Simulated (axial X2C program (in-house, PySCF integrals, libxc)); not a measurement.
Levels of NaCs⁺ by electron attachment to NaCs²⁺ (EOM-EA-CCSD)

Computed with an axial X2C code built on PySCF integrals: two-component X2C with atomic mean-field Coulomb and Gaunt terms, Gaussian nuclei, basis Cs dyall-acv3z, Na dyall-acv3z with contracted cores.

R = 4.305 Å (0.960 times 4.484 Å, the PBE0 minimum at charge 1 for the lowest determinant).

Levels of NaCs⁺ obtained by attaching an electron to NaCs²⁺:

| Ω | binding energy (eV) | above lowest (cm⁻¹) | attached spinor | one-particle weight |
| --- | --- | --- | --- | --- |
| 1/2 | 8.670 | 0 | 55% Na sσ, 15% Cs sσ, 13% Cs pσ | 0.99 |
| 1/2 | 6.549 | 17108 | 35% Cs sσ, 35% Na pσ, 19% Na sσ | 0.99 |
| 1/2 | 6.375 | 18504 | 54% Na pπ, 23% Cs dπ, 15% Cs pπ | 0.99 |
| 3/2 | 6.357 | 18655 | 55% Na pπ, 24% Cs dπ, 14% Cs pπ | 0.99 |
| 1/2 | 5.653 | 24331 | 30% Na pσ, 28% Cs dσ, 21% Cs sσ | 0.99 |
| 3/2 | 4.880 | 30563 | 84% Cs dδ, 16% Na dδ | 0.99 |
| 5/2 | 4.871 | 30641 | 84% Cs dδ, 16% Na dδ | 0.99 |
| 1/2 | 4.768 | 31468 | 43% Cs pσ, 24% Cs dσ, 10% Cs pπ | 0.99 |

(1) Take the first Ω = 1/2 and Ω = 3/2 rows of π character: how far apart are they, and which lies lower?

This point took 17 s on 1 thread of Arm Neoverse V1, with other jobs on the host.

Reference electrons by ω block (each with its −ω partner): 1/2: 21, 3/2: 9, 5/2: 2. 16 electrons of NaCs²⁺ correlated (inner shells frozen), 88 natural virtual spinors (a truncated set); levels can be off by some tenths of an eV. Roots sought by Ω: (1/2: 5, 3/2: 4, 5/2: 2, 7/2: 1); the list ends where they run out and leaves out roots under 60 % one-particle weight. The solver can skip a root, and states that need a further excitation, which the method places far too high, are missing though they may lie low or lowest. T1 of the reference 0.003 (Lee–Taylor). The reference was not checked to be the lowest state of its species. Number of frozen shells: Cs 4 s, 3 p, 2 d; Na 1 s.

## Answers

(1) E(3/2) − E(1/2) = 18655 − 18504 = 151 cm⁻¹ at EOM-EA-CCSD: regular, Ω = 1/2 lower. Splittings at this level can be off by ten to twenty per cent.
